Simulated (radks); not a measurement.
Task: These are the eigenvalues of the occupied orbitals of an atom or ion with whole-number occupations (hartree). Calculated with a radial shooting solver on a logarithmic mesh with Libxc functionals: non-relativistic Kohn-Sham, HCTH/407, spin-polarised, spherical densities, point nucleus.

orbital  eigenvalue
1s up      -3.82018

Which element is it, and in what charge state? The configuration may be excited. Open shells, if any, are filled with parallel spins first.

Result: Z = 3, lithium, charge +2: Li2+ in 1s1. The 1s level, -3.8202 hartree, gives Z - s = 2.8 by -(Z - s)^2/2, which with screening narrows Z to a few neighbours, and with so few levels the electron count can be read from the list.
